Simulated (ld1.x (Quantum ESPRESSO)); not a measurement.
Zn (Z = 30), RRKJ: configuration errors across variants

Zn (Z = 30), norm-conserving RRKJ (Kleinman–Bylander form), made with ld1.x (Quantum ESPRESSO) 7.5 (BLYP, scalar-relativistic). Core [Ar], reference 3d9 4s0 4p0 (charge +3). Waves: 4p (bound, empty): rc 2.25 bohr; 3d (bound): rc 0.70 bohr; 4s (bound, empty): rc 1.70 bohr. Local part: the s channel. Core correction: a·sin(br)/r model core, default radius (core density twice the valence density).

All-electron excitation energies from the reference (eV): (1) 3d10 4s2 4p0 -69.143; (2) 3d10 4s1 4p0 -59.203; (3) 3d10 4s0 4p0 -40.545; (4) 3d10 4s0 4p1 -52.849; (5) 3d8 4s0 4p0 61.787; (6) 3d10 4s1 4p1 -64.034; (7) 3d9 4s2 4p0 -51.331.

The default core radius of the base comes out at 0.33 bohr.

5 further variants failed, have other tests or another functional or relativity, and are left out.

Errors AE − PS in meV (a dash: test not solved or not reliable):

```csv
change,(1),(2),(3),(4),(5),(6),(7),bound ghosts
base,-343,-436,-557,-432,-842,-366,-32,none
wave 4p (bound): rc 2.25 bohr becomes 4p (bound): rc 2.68 bohr,-343,-436,-557,-442,-842,-371,-32,none
core correction a·sin(br)/r model core inside 0.30 bohr,-343,-436,-557,-432,-842,-366,-32,none
"all radii but the core radius scaled by about 1.40 (s 2.38, p 3.14, d 0.98 bohr)",-406,-495,-556,-499,-809,-455,-53,none
wave 3d (bound): rc 0.70 bohr becomes 3d (bound): rc 0.94 bohr,-335,-421,-531,-413,-778,-355,-28,none
```

Give the same row for: wave 4s (bound): rc 1.70 bohr becomes 4s (bound): rc 1.86 bohr.

-344, -436, -557, -432, -842, -367, -32; bound ghosts: none.
